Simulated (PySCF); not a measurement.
# Static response to an electric field

C7H8O.
Atom-mapped SMILES: `[CH:1]#[C:2][C:3]1=[C:4]([CH3:5])[CH2:6][O:7][CH2:8]1` (hydrogens: H9 on C1; H10, H11, H12 on C5; H13, H14 on C6; H15, H16 on C8)

Structure used (PBE0-D3(BJ)/def2-SVP), in Å, numbered top down from 1:
```xyz
16
C7H8O angstrom
C      2.404    1.967    0.073
C      1.606    1.054    0.144
C      0.701   -0.033    0.228
C     -0.645    0.025    0.265
C     -1.519    1.222    0.223
C     -1.172   -1.376    0.349
O     -0.049   -2.217    0.405
C      1.140   -1.474    0.288
H      3.107    2.777    0.014
H     -2.212    1.174   -0.633
H     -0.928    2.144    0.144
H     -2.143    1.284    1.131
H     -1.808   -1.519    1.247
H     -1.807   -1.618   -0.529
H      1.701   -1.763   -0.623
H      1.803   -1.666    1.153
```

Level: B3LYP/def2-SVPD (PySCF), static field, nuclei fixed, core orbitals frozen in the response. The polarisability tensor in these axes (au):

```
x   114.92  16.19  -2.44
y    16.19  92.61  -2.15
z    -2.44  -2.15  60.01
```

**Question.** What are the eigenvalues, a third of the trace, and Δα (Δα² = ½Σ(αi − αj)² over the three pairs)?

**Answer.** Principal values 59.83, 84.13 and 123.59 au; mean 89.18 au = 13.22 Å³ = 14.70 × 10⁻⁴⁰ C²·m²/J; Δα = 55.74 au (62 % of the mean).

**Question.** What is the dipole moment, and where does it point?

**Answer.** (-0.77, 1.50, -0.12) D, 1.69 D in size, pointing from the negative to the positive side. Measured along this direction, the outermost atoms are H16 and H15 at the negative end and H11 at the positive end.

**Question.** What depolarisation ratio follows for Rayleigh scattering of linearly polarised light, taking the static tensor?

**Answer.** ρ = 3Δα²/(45ᾱ² + 4Δα²) = 9320.0/(357890 + 12426.6) = 0.0252.

**Question.** What would n − 1 = 2πNα be for an ideal gas of these molecules at 273.15 K and 1 atm, electronic part alone?

**Answer.** N = p/kT = 2.6868 × 10¹⁹ cm⁻³, so n − 1 = 2π × N × 13.22 × 10⁻²⁴ cm³ = 2231 × 10⁻⁶ at long wavelengths, for an ideal gas.

**Question.** Find the Langevin capture rate constant for NH4+ (18.034 u) meeting this molecule (108.058 u), k = 2.342 × 10⁻⁹ cm³/s × √(α in Å³ / reduced mass in u).

**Answer.** The reduced mass is 15.45 u, so k = 2.17 × 10⁻⁹ cm³/s. The formula leaves out the permanent dipole, which adds to the capture rate.

**Question.** Give the eigenvalues of the traceless quadrupole moment Θ = ½Σq(3rr − r²1), origin at the centre of nuclear charge.

**Answer.** -4.79, -2.41, 7.20 D·Å. The values depend on the origin, since the dipole doesn't vanish. The electronic extent ⟨r²⟩ about the same centre is 992 bohr², a root-mean-square distance of 2.19 Å for the 58 electrons.

**Question.** In a dilute gas of rigid molecules at 250 K, how does the orientational term μ²/3kT compare with the electronic polarisability?

**Answer.** In Gaussian units μ²/3kT = 27.48 Å³ against 13.22 Å³, a ratio of 2.08; the Debye molar polarisation (4π/3)N_A(α + μ²/3kT) is 102.6 cm³/mol, leaving out the vibrational part.

Isolated species at its PBE0-D3(BJ)/def2-SVP geometry, gas phase.

The run behind these numbers computed excited states as well. Rough CPU time on one thread of a shared machine: about 70 s.
